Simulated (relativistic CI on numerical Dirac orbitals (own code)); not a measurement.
One change at a time: Co III

Base calculation: Dirac-Coulomb-Breit CI, KLI orbitals optimised for each configuration, model QED (radiative potential, 1s self-energy scaled to tabulated hydrogen-like ionisation energies), valence Slater integrals scaled by 0.85, P86 correlation energy added to each configuration.

Configuration list (outside the closed core [Ar]): 3d⁷, 3d⁶4s, 3d⁶4p, 3d⁵4s², 3d⁶5s, 3d⁶4d, 3d⁶5p, 3d⁵4s4p, 3d⁶4f, 3d⁶6s, 3d⁶5d, 3d⁶6p, 3d⁶5f, 3d⁶5g, 3d⁶6d, 3d⁶6f, 3d⁵4p², 3d⁵4s5s. Levels of other configurations are missing.

The lowest level and the first level of each name with at least 55 % of one term (blank where a level has no safe partner in the second run):

| Level | Base (cm⁻¹) | Shift (cm⁻¹) |
| --- | --- | --- |
| 3d⁷ ⁴F9/2 | 0.0 | 0.0 |
| 3d⁷ ⁴F7/2 | 796.6 | +0.5 |
| 3d⁷ ⁴F5/2 | 1377.3 | +5.3 |
| 3d⁷ ⁴F3/2 | 1774.4 | +10.5 |
| 3d⁷ ⁴P5/2 | 15779.3 | +2757.7 |
| 3d⁷ ⁴P3/2 | 16042.3 | +2772.2 |
| 3d⁷ ⁴P1/2 | 16372.4 | +2759.7 |
| 3d⁷ ²G9/2 | 16720.5 | +2805.3 |
| 3d⁷ ²G7/2 | 17474.5 | +2799.8 |
| 3d⁷ ²H11/2 | 21873.2 | +3729.7 |
| 3d⁷ ²P3/2 | 21923.9 | +3724.5 |
| 3d⁷ ²H9/2 | 22555.4 | +3715.3 |
| 3d⁷ ²P1/2 | 22741.7 | +3708.3 |
| 3d⁷ ²D5/2 | 23803.5 | +4012.5 |
| 3d⁷ ²D3/2 | 25006.8 | +3984.0 |
| 3d⁷ ²F5/2 | 37482.7 | +6483.2 |
| 3d⁷ ²F7/2 | 37758.1 | +6480.2 |
| 3d⁶4s ⁶D9/2 | 44365.3 | -2920.6 |
| 3d⁶4s ⁶D7/2 | 44915.9 | -2922.6 |
| 3d⁶4s ⁶D5/2 | 45319.6 | -2921.2 |
| 3d⁶4s ⁶D3/2 | 45597.7 | -2919.3 |
| 3d⁶4s ⁶D1/2 | 45760.9 | -2917.9 |

Correlation outside the listed configurations is missing or only estimated: errors of thousands of cm⁻¹ between configurations and terms are usual at this charge. Rates and lifetimes follow the computed energies and can be off by large factors. The fine structure of a lone outer electron comes out too small, for d and f at times inverted, and misplaced configurations move strength between like terms. 59 of the 61 excited levels that our extract of the measured tables holds in this range could be paired (the sources list more); they are missed by 2252 cm⁻¹ on average and 4920 at most, and levels without a partner can miss by more.

(1) One thing was changed in a second run, which moved the levels as shown. Which?
A. configuration mixing switched off
B. self-excluded LDA correlation estimate
C. Slater integrals left unscaled
D. only the first 3 configurations
E. Breit term removed
F. QED terms removed

## Answers

(1) C. Slater integrals left unscaled. Scaling acts on the splittings between terms and on the mixing, and leaves the fine structure of pure LS terms nearly alone; in jj coupling it moves the levels of one term differently.
